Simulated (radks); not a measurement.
Values are calculated unless marked as measured or tabulated.
Task: Au-, 80 electrons, occupied as [Hg]. Code: a radial shooting solver on a logarithmic mesh with Libxc functionals. Model: scalar-relativistic Kohn-Sham, PBE, spin-unpolarised, spherical densities, point nucleus; hard spherical wall at 1.5 bohr. Some entries of the table are withheld. Estimate them.

orbital,occ.,eigenvalue (eV),<r^2> (bohr^2)
1s,2,-80577.01,0.0003930
2s,2,-14050.14,0.005996
2p,6,-12115.67,0.005051
3s,2,-3175.379,0.03874
3p,6,-2614.713,0.03987
3d,10,-2014.678,0.03308
4s,2,-555.7491,0.1899
4p,6,-373.6929,0.2191
4d,10,(1),0.2549
5s,2,(2),0.8031
4f,14,86.0045,0.3274
5p,6,97.1066,0.8741
5d,10,177.3344,0.9317
5f,0,277.1041,0.9168
6s,2,358.2474,0.9583
6p,0,425.3466,0.9360
7s,0,853.2995,0.9107

Result: 
(1) 4d eigenvalue (eV): -155.2315
(2) 5s eigenvalue (eV): 40.1220
